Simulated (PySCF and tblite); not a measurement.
Results of a calculation; reference values are marked as such.
2 diastereomers of C₄H₈BrClSi, numbered alike:

| isomer | SMILES | descriptors (one enantiomer) |
| --- | --- | --- |
| A | [Cl:1][C@@H:2]1[CH2:3][SiH2:4][CH2:5][C@@H:6]1[Br:7] | 2R, 6S |
| B | [Cl:1][C@H:2]1[CH2:3][SiH2:4][CH2:5][C@@H:6]1[Br:7] | 2S, 6S |

Each isomer is a Boltzmann average at 298.15 K over at most 5 conformers: GFN2-xTB geometries, energies PBE0/def2-SVP (IEF-PCM, cyclohexane) (D3(BJ) added where defined), GIAO shieldings B97-2/pcSseg-1 (IEF-PCM, cyclohexane), GFN2-xTB thermal terms. Programs: PySCF with density fitting and tblite.

Task: What shifts does each isomer give (ppm; of two unlike H on one atom, a is the less shielded)?

Result: 
A: ¹H (against TMS): 4.68 (H2, 1H), 4.43 (H6, 1H), 1.87 (H5a, 1H), 1.67 (H3a, 1H), 1.59 (H5b, 1H), 1.27 (H3b, 1H). ¹³C (against TMS): 76.2 (C2), 73.1 (C6), 20.7 (C3), 19.6 (C5). ²⁹Si (against TMS): -35.4 (Si4).

B: ¹H (against TMS): 4.75 (H2, 1H), 4.75 (H6, 1H), 2.04 (H3a, 1H), 1.98 (H5a, 1H), 1.53 (H5b, 1H), 1.36 (H3b, 1H). ¹³C (against TMS): 73.0 (C2), 71.6 (C6), 19.4 (C5), 18.5 (C3). ²⁹Si (against TMS): -34.0 (Si4). H not on carbon is left out.

Task: Which carbons tell the isomers apart best?

Result: C2: 76.2 in A, 73.0 in B; C3: 20.7 in A, 18.5 in B ppm.

Spin–orbit effects of the heavy atoms on shieldings are missing. At a carbon that bears Br the missing effect is some 10 ppm, beside I tens of ppm. Unscaled ²⁹Si shifts at such levels can be off by tens of ppm; differences between conformers or isomers are more reliable. Shifts are unscaled: against experiment ¹³C can be off by 15 ppm or more and ¹H by 0.8 ppm.
